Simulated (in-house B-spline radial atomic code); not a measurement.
## Ionising Sb VIII (Sb7+) with different functionals

Computed with an all-electron radial atomic-structure program (B-spline basis): scalar-relativistic (spin-free X2C) Hamiltonian, Fermi nucleus of rms radius 4.6802 fm, spin-polarised at highest spin, spherical fractional occupations for the functionals, the average over the highest-spin determinants for Hartree-Fock. The ionisation energy is the difference of two self-consistent energies, [Kr] 4d8 → [Kr] 4d7, without Breit or QED terms; ε is the level of the shell that loses the electron (its least bound occupied spin orbital). There is no spin-orbit coupling in this Hamiltonian.

Hybrids are left out here: with spherical fractional occupations of an open shell their exact exchange keeps a self-interaction that integer-occupation calculations don't have.

```csv
method,rung,ΔSCF (eV),-ε(4d) (eV)
Hartree-Fock,Hartree-Fock,139.44,140.91
LDA VWN5,LDA,141.45,130.69
LDA PW92,LDA,141.44,130.68
LDA exchange-only,LDA,139.22,128.52
PBE,GGA,141.16,130.43
PBEsol,GGA,141.14,130.40
BLYP,GGA,140.94,130.20
RPBE,GGA,141.11,130.38
PW91,GGA,141.28,130.54
BP86,GGA,141.26,130.51
AM05,GGA,141.20,130.44
OLYP,GGA,141.62,130.88
TPSS,meta-GGA,?,?
SCAN,meta-GGA,?,?
r2SCAN,meta-GGA,141.20,130.63
revTPSS,meta-GGA,141.00,130.29
```

Task: What does TPSS give?

Result: ΔSCF 141.06 eV, and -ε(4d) = 130.35 eV.

Task: What does SCAN give?

Result: ΔSCF 141.16 eV, and -ε(4d) = 130.58 eV.

Task: How do they compare with the NIST value?

Result: NIST lists 139 eV ± 2.1 (tabulated theory, ground level to ground level). Errors run from +0.22 to +2.62 eV; all lie within about twice that uncertainty, so the table can't rank the methods. Hartree-Fock also lacks correlation.
